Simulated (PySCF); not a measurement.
Yb⁺: ionisation energy

Yb⁺ [Xe] 4f14 6s1 (2S) → Yb²⁺ [Xe] 4f14 (1S), as a difference of total energies. All numbers are calculated (PySCF 2.14, the spin-free X2C one-electron Hamiltonian (Gaussian nucleus), in ANO-RCC-VTZP). The calculations carry no spin-orbit coupling.

```csv
method,ionisation energy (eV),error (eV)
UHF,11.281,-0.898
MN15,12.038,-0.141
M06-L,11.276,-0.903
LC-wPBE,11.939,-0.240
```

Reference: 12.179 eV (measured; NIST Atomic Spectra Database, ionization energies).
